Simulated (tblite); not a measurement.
Species: C₄H₈BClO.
Atom-mapped SMILES: `[CH3:1][O:2][B:3]([Cl:4])[CH:5]1[CH2:6][CH2:7]1` (hydrogens: H8, H9, H10 on C1; H11 on C5; H12, H13 on C6; H14, H15 on C7)

Computed with GFN2-xTB (tblite), gas phase: L-BFGS steps from a force-field or distance-geometry start until the largest atomic force falls under 0.01 eV/Å.

Step 70: E = -613.2845 eV
```
atom  x, y, z in Å  |  force x, y, z in eV/Å
C1      2.8042   -0.3161    0.1399    0.004   0.011  -0.018
O2      1.4216   -0.6086    0.1673    0.030   0.013  -0.066
B3      0.4932   -0.0191   -0.5680   -0.052   0.021   0.023
Cl4     0.9179    1.2534   -1.7131    0.017   0.023   0.017
C5     -1.0193   -0.4377   -0.4370   -0.021   0.006  -0.021
C6     -1.8685    0.0004    0.7326   -0.004  -0.011   0.002
C7     -2.1317    0.5606   -0.6245    0.011  -0.023  -0.041
H8      3.3179   -1.0637   -0.4683   -0.020  -0.015   0.025
H9      3.1791   -0.3565    1.1626   -0.021  -0.017   0.009
H10     2.9780    0.6739   -0.2862    0.066   0.004   0.009
H11    -1.2407   -1.4411   -0.7877    0.018  -0.005   0.014
H12    -1.4265    0.6446    1.4750    0.044   0.025   0.022
H13    -2.5595   -0.7189    1.1430   -0.041   0.002   0.007
H14    -3.0165    0.2490   -1.1580   -0.013  -0.010   0.020
H15    -1.8534    1.5878   -0.8108   -0.018  -0.024  -0.004
```

Step 71: E = -613.2853 eV
```
atom  x, y, z in Å  |  force x, y, z in eV/Å
C1      2.8057   -0.3199    0.1360    0.005   0.012  -0.014
O2      1.4231   -0.6139    0.1648    0.049  -0.001  -0.072
B3      0.4929   -0.0198   -0.5639   -0.016   0.079   0.024
Cl4     0.9153    1.2712   -1.6917    0.013   0.009   0.018
C5     -1.0180   -0.4370   -0.4350   -0.024   0.003  -0.021
C6     -1.8700    0.0028    0.7319   -0.021  -0.002  -0.003
C7     -2.1315    0.5575   -0.6288   -0.018  -0.010  -0.004
H8      3.3208   -1.0713   -0.4663   -0.027  -0.013   0.020
H9      3.1815   -0.3530    1.1585   -0.027  -0.019   0.019
H10     2.9786    0.6678   -0.2957    0.065   0.001   0.004
H11    -1.2378   -1.4405   -0.7834    0.010  -0.037   0.013
H12    -1.4334    0.6535    1.4727    0.046   0.009   0.008
H13    -2.5584   -0.7181    1.1449   -0.038   0.012  -0.001
H14    -3.0149    0.2424   -1.1631   -0.007  -0.010   0.022
H15    -1.8582    1.5863   -0.8140   -0.010  -0.032  -0.014
```

**Question.** Estimate the geometry and energy of step 72. (The exact step hangs on the optimiser's Hessian estimate; all steps are aligned on step 71, rigid shifts and turns removed.)

**Answer.** E = -613.2864 eV, largest force 0.140 eV/Å
```
atom  x, y, z in Å  |  force x, y, z in eV/Å
C1      2.8067   -0.3242    0.1317    0.010   0.006  -0.005
O2      1.4245   -0.6203    0.1602    0.060  -0.012  -0.072
B3      0.4915   -0.0199   -0.5590    0.033   0.135   0.016
Cl4     0.9112    1.2940   -1.6639    0.008  -0.001   0.017
C5     -1.0174   -0.4370   -0.4343   -0.012  -0.010  -0.017
C6     -1.8703    0.0056    0.7307   -0.038   0.014  -0.003
C7     -2.1315    0.5532   -0.6342   -0.056   0.011   0.041
H8      3.3233   -1.0806   -0.4630   -0.028  -0.007   0.015
H9      3.1822   -0.3488    1.1546   -0.034  -0.023   0.024
H10     2.9803    0.6609   -0.3058    0.058  -0.004  -0.003
H11    -1.2350   -1.4410   -0.7801    0.000  -0.069   0.014
H12    -1.4361    0.6637    1.4676    0.039  -0.014  -0.009
H13    -2.5560   -0.7153    1.1492   -0.031   0.025  -0.014
H14    -3.0137    0.2339   -1.1676   -0.011  -0.014   0.020
H15    -1.8641    1.5837   -0.8192    0.001  -0.037  -0.025
```

The energy changes by -0.0011 eV. The first-order estimate −F·Δx gives -0.0014 eV and the mean of the old and new forces, exact on a quadratic surface, -0.0011 eV. The step makes an angle of 80° with the force vector and moves no atom by more than 0.036 Å.

The cost below is that of the whole relaxation. The run took 0.73 s on one thread, Arm Neoverse V1 (aarch64) (shared host).
